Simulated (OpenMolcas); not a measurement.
Mo II: input and output

Input:

```
&GATEWAY
Coord
1

Mo 0.0 0.0 0.0
Basis=ANO-R3
Group=XYZ
NoMove
AngMom=0.0 0.0 0.0
AMFI
&SEWARD
* reference wave functions (RASSCF and RASSI steps not shown): 5 electrons in 5 orbitals (4d)
>>> COPY JOB001 $Project.JobIph
&CASPT2
Multistate=1 1
Frozen=8 6
IPEA=0.25
Imaginary=0.1
MaxIter=60
WThr=0.0 0.3 0.05
PrWF=0.5
NoMix
>>> COPY JOB002 $Project.JobIph
&CASPT2
Multistate=24 1 2 3 4 5 6 7 8 9 10 11 12 13 14 15 16 17 18 19 20 21 22
23 24
Frozen=8 6
IPEA=0.25
Imaginary=0.1
MaxIter=60
WThr=0.0 0.3 0.05
PrWF=0.5
NoMix
>>> COPY JOB003 $Project.JobIph
&CASPT2
Multistate=67 1 2 3 4 5 6 7 8 9 10 11 12 13 14 15 16 17 18 19 20 21 22
23 24 25 26 27 28 29 30 31 32 33 34 35 36 37 38 39 40 41 42 43 44 45 46
47 48 49 50 51 52 53 54 55 56 57 58 59 60 61 62 63 64 65 66 67
Frozen=8 6
IPEA=0.25
Imaginary=0.1
MaxIter=60
WThr=0.0 0.3 0.05
PrWF=0.5
NoMix
```

Output, cut to the results:

```
--- CASPT2 ---
Orbital specifications:
      -----------------------

      Symmetry species                           1   2
                                                ag  au
      Frozen orbitals                            8   6
      Inactive orbitals                          1   3
      Active orbitals                            5   0
      Secondary orbitals                        37  41
      Deleted orbitals                           0   0
      Number of basis functions                 51  50
Type of calculation                        SS-CASPT2
      Fock operator                              state-specific
      IPEA shift                                 0.25
      Real shift                                 0.00
      Imaginary shift                            0.10
      The input orbitals will be transformed to quasi-canonical
Reference energy:       -4046.0051552461
      E2 (Non-variational):      -0.4017178271
      Shift correction:          -0.0002638746
      E2 (Variational):          -0.4019817016
      Total energy:           -4046.4071369477
      Residual norm:              0.0000006474
      Reference weight:           0.92213
      Contributions to the CASPT2 correlation energy
      Active & Virtual Only:         -0.0678291457
      One Inactive Excited:          -0.1950902511
      Two Inactive Excited:          -0.1387984302
::    CASPT2 Root  1     Total energy:  -4046.40713695
--- CASPT2 ---
Orbital specifications:
      -----------------------

      Symmetry species                           1   2
                                                ag  au
      Frozen orbitals                            8   6
      Inactive orbitals                          1   3
      Active orbitals                            5   0
      Secondary orbitals                        37  41
      Deleted orbitals                           0   0
      Number of basis functions                 51  50
Type of calculation                        MS-CASPT2
      Fock operator                              state-specific
      IPEA shift                                 0.25
      Real shift                                 0.00
      Imaginary shift                            0.10
      The input orbitals will be transformed to quasi-canonical
Reference energy:       -4045.9103805745
      E2 (Non-variational):      -0.4219690933
      Shift correction:          -0.0003896419
      E2 (Variational):          -0.4223587351
      Total energy:           -4046.3327393097
      Residual norm:              0.0000002860
      Reference weight:           0.91248
      Contributions to the CASPT2 correlation energy
      Active & Virtual Only:         -0.0836189529
      One Inactive Excited:          -0.1991398854
      Two Inactive Excited:          -0.1392102549
Reference energy:       -4045.9103805745
      E2 (Non-variational):      -0.4221897113
      Shift correction:          -0.0004189863
      E2 (Variational):          -0.4226086977
      Total energy:           -4046.3329892722
      Residual norm:              0.0000004348
      Reference weight:           0.91195
      Contributions to the CASPT2 correlation energy
      Active & Virtual Only:         -0.0837356186
      One Inactive Excited:          -0.1992334785
      Two Inactive Excited:          -0.1392206142
::    CASPT2 Root  1     Total energy:  -4046.33273931
::    CASPT2 Root  2     Total energy:  -4046.33298927
::    CASPT2 Root  3     Total energy:  -4046.33263334
::    CASPT2 Root  4     Total energy:  -4046.33266511
::    CASPT2 Root  5     Total energy:  -4046.33279729
::    CASPT2 Root  6     Total energy:  -4046.33286886
::    CASPT2 Root  7     Total energy:  -4046.33295655
::    CASPT2 Root  8     Total energy:  -4046.33283447
::    CASPT2 Root  9     Total energy:  -4046.33273913
::    CASPT2 Root 10     Total energy:  -4046.32305420
::    CASPT2 Root 11     Total energy:  -4046.32303712
::    CASPT2 Root 12     Total energy:  -4046.32312216
::    CASPT2 Root 13     Total energy:  -4046.32046761
::    CASPT2 Root 14     Total energy:  -4046.32042681
::    CASPT2 Root 15     Total energy:  -4046.32058084
::    CASPT2 Root 16     Total energy:  -4046.32030276
::    CASPT2 Root 17     Total energy:  -4046.32046988
::    CASPT2 Root 18     Total energy:  -4046.28478521
::    CASPT2 Root 19     Total energy:  -4046.28468957
::    CASPT2 Root 20     Total energy:  -4046.28480675
::    CASPT2 Root 21     Total energy:  -4046.28615925
::    CASPT2 Root 22     Total energy:  -4046.28418709
::    CASPT2 Root 23     Total energy:  -4046.28423872
::    CASPT2 Root 24     Total energy:  -4046.28435253
::    MS-CASPT2 Root  1     Total energy:  -4046.33361933
::    MS-CASPT2 Root  2     Total energy:  -4046.33359087
::    MS-CASPT2 Root  3     Total energy:  -4046.33338956
::    MS-CASPT2 Root  4     Total energy:  -4046.33317791
::    MS-CASPT2 Root  5     Total energy:  -4046.33277867
::    MS-CASPT2 Root  6     Total energy:  -4046.33268230
--- CASPT2 ---
Orbital specifications:
      -----------------------

      Symmetry species                           1   2
                                                ag  au
      Frozen orbitals                            8   6
      Inactive orbitals                          1   3
      Active orbitals                            5   0
      Secondary orbitals                        37  41
      Deleted orbitals                           0   0
      Number of basis functions                 51  50
Type of calculation                        MS-CASPT2
      Fock operator                              state-specific
      IPEA shift                                 0.25
      Real shift                                 0.00
      Imaginary shift                            0.10
      The input orbitals will be transformed to quasi-canonical
Reference energy:       -4045.8698768208
      E2 (Non-variational):      -0.4259867550
      Shift correction:          -0.0003508263
...
```

Levels above the lowest, from the spin-orbit matrix with the multistate effective Hamiltonian, averaged by term, added to it:

```csv
Configuration,Term,J,E (cm⁻¹),Measured (cm⁻¹),g,Term weight %,Second
4d⁵,⁶S,5/2,0.0,0.0,2.000,99,
4d⁵,⁴G,5/2,16210,15199,0.578,98,
4d⁵,⁴G,7/2,16300,15331,0.987,99,
4d⁵,⁴G,11/2,16330,15447,1.272,99,
4d⁵,⁴G,9/2,16360,15428,1.172,100,
4d⁵,⁴P,5/2,17720,,1.511,63,34 ⁴D
4d⁵,⁴P,3/2,17920,,1.548,65,34 ⁴D
4d⁵,⁴P,1/2,18260,,2.089,78,22 ⁴D
4d⁵,⁴D,7/2,19000,,1.425,98,
4d⁵,⁴D,1/2,19360,,0.577,78,22 ⁴P
4d⁵,⁴D,3/2,19640,,1.378,65,34 ⁴P
4d⁵,⁴D,5/2,19660,,1.445,64,33 ⁴P
4d⁵,²I,11/2,24240,,0.929,96,4 ²H
4d⁵,²I,13/2,24440,,1.077,100,
4d⁵,²D(1),5/2,25370,,1.083,59,31 ²F(1)
4d⁵,²D(1),3/2,25900,,0.685,70,30 ⁴F
4d⁵,⁴F,9/2,26740,,1.312,90,9 ²G(1)
4d⁵,⁴F,7/2,26780,,1.214,83,10 ²F(1)
4d⁵,⁴F,5/2,26990,,1.017,89,8 ²F(1)
4d⁵,²F(1),7/2,27370,,1.149,85,10 ⁴F
4d⁵,⁴F,3/2,27460,,0.522,70,30 ²D(1)
4d⁵,²F(1),5/2,28410,,0.988,53,36 ²D(1)
4d⁵,²H,9/2,29000,,1.028,49,45 ²G(1)
4d⁵,²G(1),7/2,29630,,0.906,94,4 ²F(1)
```

Against the 4 measured excited levels shown (NIST Handbook of Basic Atomic Spectroscopic Data) the mean absolute deviation is 950 cm-1; the largest miss in energy is 4d⁵ ⁴G_5/2: computed 16210, measured 15199 cm⁻¹ (+6.7 %).

CASPT2 does not keep the components of a term degenerate, so their means are used; among the terms shown or strongly mixed into the levels shown the widest spread is 1200 cm-1 (4d⁵ ²I). Some high roots are left out of the spin-orbit mixing, which shifts the levels that they would mix with. Configurations with an s electron lie low at this charge and mix in, so terms can be misplaced. The CASPT2 spread within a term exceeds the gap to the next term for 4d⁵ ²D(1) and 4d⁵ ⁴F, 4d⁵ ⁴F and 4d⁵ ²F(1), 4d⁵ ²G(1) and 4d⁵ ²H, so the order of their levels is uncertain, and so are names and mixing where such terms share a J. Computed and measured levels are paired by configuration, term and J; levels that our copy of the source lacks, or whose pairing is in doubt (as where it misses far off the trend of its configuration), stay unpaired and out of the deviations. Levels of configurations outside the active space are missing. The first state left out of the spin-orbit step lies near 65000 cm-1 above the lowest spin-free state of the reference (among the parities and spins computed), and the list stops at four fifths of that energy or lower. The table shows the lowest 24 of 33 levels.

The term weight is that of the spin-free term in the level, not the purity of its configuration. A number in round brackets counts repeated terms of one configuration in the order of the reference energies.
